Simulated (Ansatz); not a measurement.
Species: BH₃, net charge 1, doublet state. 
Geometry from a B3LYP-D3(BJ)/def2-TZVP (Ansatz, a program for electronic structure) optimisation:
```xyz
4

B      0.0408    -0.0558     0.0911
H     -1.0045     0.1986    -0.5934
H      0.4581    -0.6265     1.0230
H      0.3423     0.7069    -0.8853
```
Charge +1, spin multiplicity 2.

Basis-set convergence of Hartree-Fock and CCSD correlation energies (hartree) with Ansatz. Correlated levels leave the core frozen unless marked. Open shells are spin-unrestricted. Spin-orbit coupling is left out. Non-relativistic.

```csv
basis,functions,E(HF),"E(corr, CCSD)"
aug-cc-pVDZ,50,-25.98101,-0.09125
aug-cc-pVTZ,115,-25.98852,-0.10442
aug-cc-pVQZ,218,-25.99023,-0.10794
```

Extrapolating the two largest sets (X = 3 and 4) as X^-3: E(corr) = (64·(-0.10794) - 27·(-0.10442))/37 = -0.1105 Eh, an estimate of the basis-set limit. The largest set recovers 97.7 % of it, the smallest 82.6 %.
